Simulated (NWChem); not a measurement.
Species: NH$_{4}$ cation; SMILES [NH4+]

Program: NWChem. Pople sets run with spherical d functions. STO-3G and 3-21G are far too small for this property and stand as cheap habits. The geometry was optimised at PBE0-D3(BJ)/def2-TZVP. Field at 589 nm.

```json
[
 {"level": "B3LYP/STO-3G", "isotropic polarisability (bohr³)": "4.6", "anisotropy (bohr³)": "0.0"},
 {"level": "B3LYP/6-31G*", "isotropic polarisability (bohr³)": "7.2", "anisotropy (bohr³)": "0.0"},
 {"level": "B3LYP/def2-SVP", "isotropic polarisability (bohr³)": "7.4", "anisotropy (bohr³)": "0.0"},
 {"level": "B3LYP/def2-SVPD", "isotropic polarisability (bohr³)": "9.2", "anisotropy (bohr³)": "0.0"},
 {"level": "B3LYP/aug-cc-pVDZ", "isotropic polarisability (bohr³)": "9.3", "anisotropy (bohr³)": "0.0"},
 {"level": "B3LYP/def2-TZVPD", "isotropic polarisability (bohr³)": "9.2", "anisotropy (bohr³)": "0.0"}
]
```
